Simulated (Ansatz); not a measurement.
Ansatz (a first-principles code) input file for C₃H₉NSi₂, SMILES N#C[C@@H]([SiH3])C[SiH3], CAM-B3LYP/def2-SVPD. The structure is a stationary point at PBE0-D3(BJ)/def2-SVP. The structure was generated by enumeration; whether it is a known compound was not checked. Other conformers were not sampled.

Ansatz 0.2 input:
```yaml
crystal:
  periodic: [false, false, false]
  atoms:
    - {symbol: N, position_ang: [-0.06139865, 2.18505493, -1.33722710]}
    - {symbol: C, position_ang: [0.14920626, 1.12705694, -0.91359116]}
    - {symbol: C, position_ang: [0.44391042, -0.18063853, -0.35096398]}
    - {symbol: Si, position_ang: [2.29955424, -0.25645784, 0.12189676]}
    - {symbol: C, position_ang: [-0.45479570, -0.53456762, 0.85150475]}
    - {symbol: Si, position_ang: [-2.30945654, -0.64373417, 0.46564675]}
    - {symbol: H, position_ang: [0.30323005, -0.92318994, -1.15782490]}
    - {symbol: H, position_ang: [3.14822759, 0.05450357, -1.06340219]}
    - {symbol: H, position_ang: [2.55398986, 0.72089269, 1.21895326]}
    - {symbol: H, position_ang: [2.57717993, -1.64271012, 0.60346853]}
    - {symbol: H, position_ang: [-0.14092221, -1.51105575, 1.25770010]}
    - {symbol: H, position_ang: [-0.30634610, 0.19767172, 1.66315532]}
    - {symbol: H, position_ang: [-2.51811921, -1.62845652, -0.64082586]}
    - {symbol: H, position_ang: [-3.03325939, -1.11501630, 1.68472034]}
    - {symbol: H, position_ang: [-2.84548373, 0.68355966, 0.04733802]}
basis:
  gaussian:
    orbitals: def2-SVPD
hamiltonian:
  xc: {name: CAM-B3LYP}
```

It prints:

```
WARN ansatz: RAYON_NUM_THREADS=2 ignored (pool sized by the plan → 2); use --threads N
Functional definition: CAM-B3LYP
integrals: 0.20 GiB planned
1732 factors; their error is unknown
integrals: 0.22 GiB planned
758 factors; integrals over basis functions are off by at most 9.4e-6 eV
mean field: 1.89 GiB planned
mean field evaluation 1: about -20486.6925 eV, gradient 4.6e1 eV
mean field evaluation 2: about -20484.8616 eV, gradient 5.6e1 eV
mean field evaluation 4: about -20491.5205 eV, gradient 3.2e0 eV
mean field evaluation 8: about -20491.5455 eV, gradient 3.7e-2 eV
mean field evaluation 16: about -20491.6142 eV, gradient 3.3e-5 eV
mean field -20491.61421334 eV, -753.0529326251 hartree, gradient 3.3e-5 eV, S^2 0.000000; 0 other end points of the search recorded, 0 dependent functions left out
reference -20491.61438416 eV, -753.0529389029 hartree; 31, 31 occupied and 169, 169 virtual orbitals, 1732 factors
Total energy: -20491.61438416 eV, -753.0529389029 hartree
```

The calculation finished and met its thresholds.

Cost: very roughly 13 core-seconds.
